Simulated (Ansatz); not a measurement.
Cartesian coordinates (Å):
```xyz
10

B      1.1801    -0.7859    -0.2746
N      0.0000     0.0000     0.0000
B     -1.2401    -0.6553     0.3442
B      0.0600     1.4413    -0.0695
H      2.1941    -0.2325    -0.5573
H      1.1158    -1.9719    -0.2133
H     -2.2040     0.0048     0.5666
H     -1.2742    -1.8429     0.3988
H      1.0882     1.9672    -0.3534
H     -0.9200     2.0754     0.1585
```
Charge 0, spin multiplicity 1.

Calculation: frozen-core CCSD(T)/cc-pVTZ // B3LYP-D3(BJ)/def2-TZVP run with Ansatz (a program for electronic structure).

| Property | Value |
|---|---|
| HF energy | -132.10406 Ha |
| MP2 correlation energy | -0.50792 Ha |

**Question.** Estimate the CCSD correlation energy, the (T) correction, the total energy and the T1 diagnostic.

**Answer.** 
| Item | Result |
|---|---|
| CCSD correlation energy | -0.55152 Ha |
| (T) correction | -0.02019 Ha |
| CCSD(T) total energy | -132.67577 Ha |
| T1 diagnostic | 0.010 |
